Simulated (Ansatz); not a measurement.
Born–Oppenheimer molecular dynamics of CH7FOSi2 (12 atoms, charge 0, multiplicity 1). It starts from a relaxed structure.

All numbers below come from RKS PBE0/def2-SVP (Ansatz).

* ensemble: NVT, Nosé–Hoover chain
* time step: 0.5 fs
* steps asked: 100
* set temperature: 500 K
* thermostat: time constant 100 fs, chain length 3 (defaults)
* seed: 685725

First frame:

```xyz
12
Properties=species:S:1:pos:R:3
Si -0.087 -0.206 -0.338
F -0.348 -0.580 1.228
Si 2.208 0.048 -0.696
H 2.933 -1.204 -0.317
H 2.461 0.331 -2.142
H 2.722 1.182 0.129
O -0.777 1.251 -0.692
C -2.154 1.524 -0.764
H -2.593 1.635 0.242
H -2.300 2.468 -1.310
H -2.707 0.729 -1.298
H -0.754 -1.290 -1.121
```

Q: How far do the bonds stretch over the last three quarters of this one trajectory? (Pairs bonded in most of those frames.)

A: 
```csv
bond,mean (Å),spread (Å),shortest,longest
Si1–F2,1.644,0.047,1.57,1.71
Si1–Si3,2.336,0.033,2.30,2.39
Si1–O7,1.652,0.005,1.65,1.66
Si1–H12,1.504,0.027,1.46,1.55
Si3–H4,1.503,0.037,1.45,1.55
Si3–H5,1.497,0.029,1.46,1.54
Si3–H6,1.493,0.018,1.47,1.52
O7–C8,1.408,0.006,1.40,1.42
C8–H9,1.107,0.018,1.08,1.13
C8–H10,1.105,0.022,1.07,1.14
C8–H11,1.107,0.011,1.09,1.12
```

Mean temperature of the second half: 235 K. The conserved energy stayed within 0.12 meV per atom of its start (net change 0.086 meV per atom), so the integration is sound. The mean temperature of the second half is 53 % below the set value. A run of 0.05 ps of so small a system gives no equilibrium averages.

The run took 11 min on 2 threads of Intel(R) Xeon(R) Processor @ 2.50GHz (Skylake/Cascade Lake), with other jobs on the host, peak memory 0.26 GiB.
